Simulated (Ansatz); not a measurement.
**Nudged elastic band run: CH$_{12}$Si$_{4}$**

input.yaml

```yaml
crystal:
  periodic: [false, false, false]
  atoms:
    - { symbol: C, position_ang: [0.263466, 1.730626, -1.572315] }
    - { symbol: Si, position_ang: [1.516778, 1.207452, -0.270304] }
    - { symbol: Si, position_ang: [1.434615, -1.017841, 0.097643] }
    - { symbol: Si, position_ang: [-0.684611, -1.783143, 0.189864] }
    - { symbol: Si, position_ang: [-2.004887, -0.528733, 1.517004] }
    - { symbol: H, position_ang: [-0.760669, 1.490311, -1.25928] }
    - { symbol: H, position_ang: [0.307113, 2.812057, -1.753754] }
    - { symbol: H, position_ang: [0.443027, 1.226565, -2.530667] }
    - { symbol: H, position_ang: [2.834842, 1.619328, -0.701596] }
    - { symbol: H, position_ang: [1.223858, 1.924597, 0.95142] }
    - { symbol: H, position_ang: [2.15641, -1.714757, -0.944861] }
    - { symbol: H, position_ang: [2.115928, -1.322947, 1.337008] }
    - { symbol: H, position_ang: [-0.698828, -3.154442, 0.650795] }
    - { symbol: H, position_ang: [-1.244543, -1.798303, -1.143864] }
    - { symbol: H, position_ang: [-2.027107, 0.843697, 1.064469] }
    - { symbol: H, position_ang: [-3.367397, -1.00968, 1.528427] }
    - { symbol: H, position_ang: [-1.526896, -0.525187, 2.880511] }
basis:
  gaussian: { orbitals: STO-3G }
hamiltonian:
  xc: b3lyp
  dispersion: d4
neb:
  order_check: false
  images: 7
  f_tol: 0.05
  max_iterations: 60
  initial_path: idpp
  final_atoms:
    - { symbol: C, position_ang: [0.32425681, 2.12507026, -0.84739691] }
    - { symbol: Si, position_ang: [1.76978339, 1.06197921, -0.28238672] }
    - { symbol: Si, position_ang: [1.27330641, -1.13755102, -0.36758903] }
    - { symbol: Si, position_ang: [-0.40638666, -1.74339908, 1.00939661] }
    - { symbol: Si, position_ang: [-2.36265955, -0.71641022, 0.56408033] }
    - { symbol: H, position_ang: [-0.55483945, 1.98370103, -0.20594066] }
    - { symbol: H, position_ang: [0.58350956, 3.19118721, -0.82167117] }
    - { symbol: H, position_ang: [0.02547454, 1.88256387, -1.87526307] }
    - { symbol: H, position_ang: [2.91245317, 1.35660958, -1.11954774] }
    - { symbol: H, position_ang: [2.12025941, 1.44856664, 1.06686829] }
    - { symbol: H, position_ang: [0.9221436, -1.49024721, -1.72613263] }
    - { symbol: H, position_ang: [2.45634632, -1.90607662, -0.04497996] }
    - { symbol: H, position_ang: [-0.03298804, -1.45940657, 2.37800942] }
    - { symbol: H, position_ang: [-0.59824062, -3.17566535, 0.93397049] }
    - { symbol: H, position_ang: [-2.7211543, -0.84876284, -0.82937152] }
    - { symbol: H, position_ang: [-3.44197612, -1.26904528, 1.35038523] }
    - { symbol: H, position_ang: [-2.28818947, 0.6964864, 0.85806903] }
```

Run as:

```bash
$ ansatz run input.yaml --threads 1 --pin off --max-ram 2048MiB --backend cpu --events-out ev --progress --plain --runs-dir out
```

Output, in part (warnings, iteration lines, the closing report on the highest movable image, with atoms numbered from 0):

```
NEB end point (image 0): max|allowed force component| = 8.301e-3 eV/Å (the criterion of neb.relax_end_points is 1.000e-2)
NEB end point (image 8): max|allowed force component| = 7.776e-3 eV/Å (the criterion of neb.relax_end_points is 1.000e-2)
NEB iter   1: max|band force component| = 9.081e-1 eV/Å  barrier→ = 0.2386 eV  barrier← = 0.2402 eV  Δτ_max = 0.2000 Å  (171 SCF iters)
NEB iter   2: max|band force component| = 7.174e-1 eV/Å  barrier→ = 0.1449 eV  barrier← = 0.1465 eV  Δτ_max = 0.1009 Å  (148 SCF iters)
NEB iter   3: max|band force component| = 9.215e-2 eV/Å  barrier→ = 0.0542 eV  barrier← = 0.0558 eV  CI = image 4  Δτ_max = 0.0362 Å  (154 SCF iters)
NEB iter   4: max|band force component| = 6.966e-2 eV/Å  barrier→ = 0.0484 eV  barrier← = 0.0499 eV  CI = image 4  Δτ_max = 0.1457 Å  (132 SCF iters)
NEB iter   5: max|band force component| = 9.045e-2 eV/Å  barrier→ = 0.0356 eV  barrier← = 0.0372 eV  CI = image 4  Δτ_max = 0.0443 Å  (149 SCF iters)
NEB iter   6: max|band force component| = 5.046e-2 eV/Å  barrier→ = 0.0334 eV  barrier← = 0.0349 eV  CI = image 4  Δτ_max = 0.0523 Å  (143 SCF iters)
NEB iter   7: max|band force component| = 3.413e-2 eV/Å  barrier→ = 0.0314 eV  barrier← = 0.0330 eV  CI = image 4  Δτ_max = 0.0698 Å  (145 SCF iters)
NEB iter   8: max|band force component| = 2.425e-1 eV/Å  barrier→ = 0.0297 eV  barrier← = 0.0313 eV  CI = image 3  Δτ_max = 0.0351 Å  (21 SCF iters)
NEB iter   9: max|band force component| = 5.192e-2 eV/Å  barrier→ = 0.0283 eV  barrier← = 0.0299 eV  CI = image 3  Δτ_max = 0.0704 Å  (140 SCF iters)
NEB iter  10: max|band force component| = 8.723e-2 eV/Å  barrier→ = 0.0260 eV  barrier← = 0.0276 eV  CI = image 3  Δτ_max = 0.0351 Å  (148 SCF iters)
NEB iter  11: max|band force component| = 6.885e-2 eV/Å  barrier→ = 0.0250 eV  barrier← = 0.0266 eV  CI = image 3  Δτ_max = 0.0351 Å  (145 SCF iters)
NEB iter  12: max|band force component| = 5.630e-2 eV/Å  barrier→ = 0.0244 eV  barrier← = 0.0260 eV  CI = image 3  Δτ_max = 0.0262 Å  (143 SCF iters)
NEB iter  13: max|band force component| = 3.704e-2 eV/Å  barrier→ = 0.0243 eV  barrier← = 0.0259 eV  CI = image 3  Δτ_max = 0.0000 Å  (273 SCF iters)
Total energy: -32368.07102144 eV, -1189.5046701715 hartree
Atom 0 at     0.499598     2.052651    -1.008712 Å, force     0.003381     0.019863    -0.003261 eV/Å
Atom 1 at     1.579423     1.053725     0.163924 Å, force    -0.006825    -0.012194    -0.002013 eV/Å
Atom 2 at     1.364482    -1.168110    -0.174393 Å, force     0.002804     0.008563     0.003549 eV/Å
Atom 3 at    -0.735279    -1.959648     0.104356 Å, force     0.005092     0.004039    -0.011601 eV/Å
Atom 4 at    -2.206230    -0.448159     0.901225 Å, force     0.001667    -0.003231     0.009227 eV/Å
Atom 5 at    -0.565534     1.833150    -0.863272 Å, force     0.001932    -0.006556     0.001131 eV/Å
Atom 6 at     0.638848     3.129602    -0.848996 Å, force    -0.004435    -0.004398    -0.002246 eV/Å
Atom 7 at     0.740970     1.841169    -2.058170 Å, force     0.004972    -0.006295     0.003368 eV/Å
Atom 8 at     2.955356     1.462904    -0.016274 Å, force    -0.000226    -0.001280     0.000229 eV/Å
Atom 9 at     1.209836     1.390940     1.521321 Å, force    -0.000675     0.001743    -0.001617 eV/Å
Atom 10 at     1.819477    -1.487465    -1.510256 Å, force     0.000232    -0.001831     0.001250 eV/Å
Atom 11 at     2.256314    -1.863256     0.728514 Å, force    -0.000213     0.001493     0.000103 eV/Å
Atom 12 at    -0.703077    -3.093825     1.002111 Å, force    -0.003071     0.000391     0.000661 eV/Å
Atom 13 at    -1.231026    -2.463657    -1.157953 Å, force    -0.002089     0.001916    -0.000065 eV/Å
Atom 14 at    -2.453931     0.599875    -0.062239 Å, force    -0.000014    -0.001721    -0.000055 eV/Å
Atom 15 at    -3.475927    -1.061968     1.215269 Å, force    -0.003391     0.001026     0.001662 eV/Å
Atom 16 at    -1.712200     0.181672     2.104046 Å, force     0.000858    -0.001526    -0.000320 eV/Å
Dipole moment:     0.009437    -0.014083    -0.020041 e Å
```

It converged. The band force fell under the threshold earlier too, but the program's further tests of the path sent the band on. A vibrational analysis at the climbing image gives no mode beyond 40i cm⁻¹: the surface is too flat there to confirm a saddle point. Limits of this set-up: minimal basis.

Final band (atoms are numbered from 1 in the order of the input):

```json
{"image": "0", "path coordinate (Å)": "0.00", "energy (kJ/mol)": "0.0", "dihedral H12–Si3–Si4–H14 (°)": "-165"}
{"image": "1", "path coordinate (Å)": "0.86", "energy (kJ/mol)": "0.4", "dihedral H12–Si3–Si4–H14 (°)": "-153"}
{"image": "2", "path coordinate (Å)": "1.73", "energy (kJ/mol)": "1.5", "dihedral H12–Si3–Si4–H14 (°)": "-138"}
{"image": "3", "path coordinate (Å)": "2.59", "energy (kJ/mol)": "2.3", "dihedral H12–Si3–Si4–H14 (°)": "-123"}
{"image": "4", "path coordinate (Å)": "3.46", "energy (kJ/mol)": "2.3", "dihedral H12–Si3–Si4–H14 (°)": "-107"}
{"image": "5", "path coordinate (Å)": "4.34", "energy (kJ/mol)": "1.4", "dihedral H12–Si3–Si4–H14 (°)": "-91"}
{"image": "6", "path coordinate (Å)": "5.21", "energy (kJ/mol)": "0.5", "dihedral H12–Si3–Si4–H14 (°)": "-77"}
{"image": "7", "path coordinate (Å)": "6.09", "energy (kJ/mol)": "0.0", "dihedral H12–Si3–Si4–H14 (°)": "-65"}
{"image": "8", "path coordinate (Å)": "6.96", "energy (kJ/mol)": "-0.2", "dihedral H12–Si3–Si4–H14 (°)": "-55"}
```

Time of the run: 6.6 min on 1 thread of Arm Neoverse V1 (shared host), peak memory 0.25 GiB.
